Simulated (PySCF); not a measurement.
A structure optimised at B3LYP-D3(BJ)/def2-SVP, used in a PySCF frequency run:

```
O
C 1 1.3795
H 2 1.1097 1 112.09
H 2 1.1097 3 106.73 1 123.07
H 2 1.1097 3 106.73 4 113.85
Mg 1 1.7699 3 150.22 2 -180.00
O 6 1.7600 3 163.92 2 -180.00
H 7 0.9529 3 169.07 2 180.00
```

Q: Write its SMILES, formula and point group.

A: C[O][Mg][OH], CH₄MgO₂, C3v

Q: What are its rotational constants (standard atomic weights)?

A: 158.07, 2.1324, 2.1324 GHz
